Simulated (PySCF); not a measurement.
**Calculated NMR data**

One computed conformer, isolated molecule, one averaged value for each set of equivalent atoms, no relativistic terms. Shielding tensors at PBE0/pcSseg-1 (GIAO); geometry from GFN2-xTB; PySCF.

References, each an isolated molecule treated in the same way: 1H (σref 31.72) and 13C (σref 186.93) vs TMS. Splittings of carbon signals by F and P are missing where no couplings were computed. Where no couplings were computed, multiplicities follow the n + 1 count of equivalent neighbours, and m marks all less simple cases (inequivalent or close neighbours, rings, F or P nearby). Shifts are as computed. Against solution values, carbons near 30 ppm lie about +3 ppm off and those near 130 ppm about +5 ppm. Of 1211 compounds with measured shifts, 218 miss one by over three times the rms of a fit or turn the order of signals round; such compounds aren't used in these exercises.

Compound 1 (C7H9F3N2). 1H NMR (500 MHz, computed): δ 6.36 (t, 1H), 6.26 (m, 1H), 6.24 (m, 1H), 5.99 (m, 1H), 2.38 (m, 2H), 1.23 (t, 3H). 13C{1H} NMR (computed): δ 130.5 (C), 130.3 (CH2), 127.7 (CH), 127.2 (CH), 123.3 (C), 33.3 (CH2), 14.3 (CH3). Structure: `CC/C=N/N=C(\C=C)C(F)(F)F`.

Compound 2 (C8H8O4). 1H NMR (500 MHz, computed): δ 6.18 (m, 2H), 6.00 (m, 2H), 5.90 (m, 2H), 5.10 (m, 2H). 13C{1H} NMR (computed): δ 160.0, 140.7, 129.5, 78.8. Structure: SMILES C=C[C@@H]1OC(=O)C(=O)O[C@H]1C=C.
